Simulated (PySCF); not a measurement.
**[Yb(H2O)3]3+: from a saddle point downhill**

PySCF 2.14.0, RKS B3LYP, Yb lcecp-1-SVP with ECP59, O def2-SVP, H def2-SVP; non-relativistic Hamiltonian with scalar-relativistic core potentials where named; density fitting; no spin-orbit coupling. Relaxed within the symmetry of its start, the geometry (D3h) is

```xyz
10

Yb    0.0000    0.0000    0.0000
O     2.2167    0.0000    0.0000
H     2.8370    0.0000    0.7752
H     2.8370    0.0000   -0.7752
O    -1.1084    1.9198    0.0000
H    -1.4185    2.4569    0.7752
H    -1.4185    2.4569   -0.7752
O    -1.1084   -1.9197    0.0000
H    -1.4185   -2.4569    0.7752
H    -1.4185   -2.4569   -0.7752
```

and its lowest harmonic modes are -208, -184, -184, -48, 54, 54 cm⁻¹ (negative: unstable). It was moved along the lowest mode and relaxed again, within the group D3 that the move left.

Q: Where does it end, and how much lower?

A: In D3, 0.133 eV lower, after 21 steps:
```xyz
10

Yb    0.0000    0.0000    0.0000
O     2.2060    0.0000    0.0000
H     2.8253    0.7329    0.2566
H     2.8253   -0.7329   -0.2566
O    -1.1030    1.9105    0.0000
H    -2.0473    2.0803    0.2566
H    -0.7779    2.8132   -0.2566
O    -1.1030   -1.9104    0.0000
H    -0.7780   -2.8132    0.2566
H    -2.0473   -2.0803   -0.2566
```

Q: How do the contacts change?

A: 
```tsv
contact	saddle (Å)	end (Å)
Yb1–O2 (H2O)	2.217	2.206
Yb1–O5 (H2O)	2.217	2.206
Yb1–O8 (H2O)	2.217	2.206
```


Q: Is the end a minimum?

A: Yes, as far as the noise of the softest modes lets one tell (those above −25 cm⁻¹ count as noise); lowest modes -22, 69, 69, 98, 98, 108 cm⁻¹.

An lcecp potential fixes the number of 4f electrons, so in runs with it no electron can move into or out of that shell.

State: singlet in the valence, with the 4f electrons in the core potential.
